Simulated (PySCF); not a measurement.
4-methyl-1,3-thiazole (C4H5NS), SMILES Cc1cscn1.

Geometry: PBE-D3(BJ)/def2-SVP.

Two levels are set side by side: PBE/def2-TZVP (PySCF) and PBE0/def2-TZVP (PySCF). Same geometry, gas phase. Differences are taken from unrounded values.

| quantity | PBE |
|---|---|
| orbital gap (eV) | 4.21 |
| highest occupied level (eV) | -5.91 |
| lowest empty level (eV) | -1.70 |
| dipole moment (D) | 1.22 |
| mean polarisability (bohr³) | 70.9 |

Question: These are the PBE values. What does PBE0 give? (The exact figures need the calculation; the answer reports its results.)

Answer: 
| quantity | PBE0 | PBE minus PBE0 |
|---|---|---|
| orbital gap (eV) | 6.12 | -1.91 |
| highest occupied level (eV) | -6.92 | 1.01 |
| lowest empty level (eV) | -0.80 | -0.90 |
| dipole moment (D) | 1.25 | -0.03 |
| mean polarisability (bohr³) | 69.0 | 1.9 |

Without exact exchange PBE keeps part of each electron's self-repulsion, which lifts occupied levels and narrows the gap. Differences between two approximate levels are no errors against the true value.

Rough cost on one machine, each run with all the roots and properties that it gave: PBE0 against PBE within a factor of 2.
